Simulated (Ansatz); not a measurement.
`C[SiH]1CS1` at its PBE0-D4/def2-TZVP geometry, where that method's forces vanish. Charge 0, multiplicity 1.

```xyz
10

C     0.3288   -1.5166   -0.3114
Si   -0.5129   -0.0205    0.3936
C     0.1663    1.6654    0.1152
S    -1.3910    1.3878   -0.8765
H    -0.3987   -2.3038   -0.5222
H     0.8374   -1.2583   -1.2417
H     1.0620   -1.9134    0.3959
H    -1.1914   -0.2783    1.6850
H     0.0545    2.4368    0.8710
H     1.0450    1.8008   -0.5090
```

Problem. What forces (eV/Å) does B3LYP-D4/def2-TZVPP give on these atoms in the Gaussian-basis code of Ansatz? (Estimate.)

Solution. Computed: 
```
C1   0.045 -0.083 -0.034
Si2 -0.038 -0.078  0.230
C3   0.299  0.116  0.163
S4  -0.345  0.076 -0.285
H5   0.048  0.024  0.002
H6  -0.019 -0.030  0.047
H7  -0.027  0.001 -0.045
H8   0.052  0.005 -0.079
H9   0.036 -0.043 -0.061
H10 -0.052  0.012  0.063
```

B3LYP here is the variant with VWN-RPA as its local correlation; programs differ in this.
